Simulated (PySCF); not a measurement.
# Polarisability and C₆ of Tc (technetium, neutral)

[Kr] 4d5 5s2, high-spin 6S determinant. Calculation: PySCF 2.14, in dyall-av2z; no relativity, point nucleus. Coupled (time-dependent) response in atomic units; α is the mean over directions. A double-zeta set is small for polarisabilities.

```tsv
method	mean α (bohr³)	C₆ (like pair)	S(−4)
UHF	170.9	1918	76660
PBE	96.69	1110	5908
```

S(−4) is the Cauchy moment in α(ω) = α(0) + S(−4) ω² + …

Reference α: 79 ± 10 bohr³ (recommended; Schwerdtfeger and Nagle, table of static dipole polarizabilities (2023 update)). Published C₆: 939.0 (Gould and Bucko (2016)).

Hartree-Fock lies above the reference because it lacks correlation, which contracts the outer shell.

α(iu) at UHF:

```tsv
u (hartree)	α(iu) (bohr³)
0	170.9
0.0500	111.8
0.100	76.77
0.200	40.13
0.300	24.69
0.500	13.08
0.750	7.992
1.00	5.635
1.50	3.358
2.00	2.255
3.00	1.220
5.00	0.5179
```

A single London oscillator, α(iu) = α/(1 + u²/ω²), gives C₆ = (3/4) ω α². Matching the computed C₆ needs ω = 4 × 1918 / (3 × 170.9²) = 0.0876 hartree.

A non-relativistic calculation at this Z misses sizeable relativistic shifts.
